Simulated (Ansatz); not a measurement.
Geometry optimisation, RKS r2SCAN-D4/cc-pVDZ in Ansatz 0.2.0.

input.yaml

```yaml
crystal:
  periodic: [false, false, false]
  atoms:
    - { symbol: C, position_ang: [-1.0192, 0.4304, 1.1585] }
    - { symbol: C, position_ang: [-0.223, 0.1385, 0.156] }
    - { symbol: Si, position_ang: [0.8697, -1.3343, 0.229] }
    - { symbol: C, position_ang: [-0.0207, 0.9419, -1.1213] }
    - { symbol: F, position_ang: [-0.9388, 1.994, -1.1407] }
    - { symbol: H, position_ang: [-1.71, 1.3652, 1.058] }
    - { symbol: H, position_ang: [-1.128, -0.0956, 2.0701] }
    - { symbol: H, position_ang: [0.6352, -2.2285, -0.8949] }
    - { symbol: H, position_ang: [0.7206, -2.0391, 1.5701] }
    - { symbol: H, position_ang: [2.3128, -0.8841, 0.1455] }
    - { symbol: H, position_ang: [-1.18637, 0.58366, -0.09271] }
    - { symbol: H, position_ang: [0.9376, 1.335, -1.2268] }
basis:
  gaussian: { orbitals: cc-pVDZ }
hamiltonian:
  xc: r2scan
  dispersion: d4
relax:
  f_tol: 0.02
  max_steps: 50
output:
  orbitals: {}
```

Command:

```bash
$ ansatz run input.yaml --threads 2 --pin off --max-ram 3072MiB --backend cpu --events-out ev --progress --plain --runs-dir out
```

Question: Where does it end, and by what steps?

Answer: It converged. The force dipped under the threshold on the way, but the program's further checks kept it going. After 29 steps the energy has fallen by 6.184 eV; H11 moved furthest, 1.49 Å. Parted: C2–H11.

```json
{"step": "0", "energy less start (eV)": "0.0000", "largest force component (eV/Å)": "7.372", "accepted": "yes"}
{"step": "2", "energy less start (eV)": "-2.3834", "largest force component (eV/Å)": "2.695", "accepted": "yes"}
{"step": "4", "energy less start (eV)": "-4.5408", "largest force component (eV/Å)": "3.196", "accepted": "yes"}
{"step": "6", "energy less start (eV)": "-5.8649", "largest force component (eV/Å)": "1.333", "accepted": "yes"}
{"step": "8", "energy less start (eV)": "-6.1083", "largest force component (eV/Å)": "0.148", "accepted": "yes"}
{"step": "10", "energy less start (eV)": "-6.1412", "largest force component (eV/Å)": "0.136", "accepted": "yes"}
{"step": "12", "energy less start (eV)": "-6.1482", "largest force component (eV/Å)": "0.066", "accepted": "yes"}
{"step": "14", "energy less start (eV)": "-6.1536", "largest force component (eV/Å)": "0.110", "accepted": "yes"}
{"step": "16", "energy less start (eV)": "-6.1572", "largest force component (eV/Å)": "0.197", "accepted": "yes"}
{"step": "18", "energy less start (eV)": "-6.1270", "largest force component (eV/Å)": "0.855", "accepted": "no"}
{"step": "20", "energy less start (eV)": "-6.1687", "largest force component (eV/Å)": "0.284", "accepted": "yes"}
{"step": "22", "energy less start (eV)": "-6.1818", "largest force component (eV/Å)": "0.044", "accepted": "yes"}
{"step": "24", "energy less start (eV)": "-6.1780", "largest force component (eV/Å)": "0.321", "accepted": "no"}
{"step": "26", "energy less start (eV)": "-6.1828", "largest force component (eV/Å)": "0.137", "accepted": "yes"}
{"step": "28", "energy less start (eV)": "-6.1837", "largest force component (eV/Å)": "0.004", "accepted": "yes"}
{"step": "29", "energy less start (eV)": "-6.1837", "largest force component (eV/Å)": "0.007", "accepted": "yes"}
```

```xyz
12
Properties=species:S:1:pos:R:3
C -1.420 0.321 0.786
C -0.096 0.260 0.070
Si 0.961 -1.288 0.156
C 0.368 1.295 -0.642
F -0.317 2.455 -0.766
H -1.913 1.292 0.637
H -1.290 0.161 1.870
H 0.208 -2.464 -0.391
H 1.314 -1.598 1.581
H 2.216 -1.086 -0.635
H -2.099 -0.473 0.429
H 1.318 1.332 -1.185
```

Time of the run: 2.3 min on 2 threads of Arm Neoverse V1, on a shared host, peak memory 0.17 GiB.
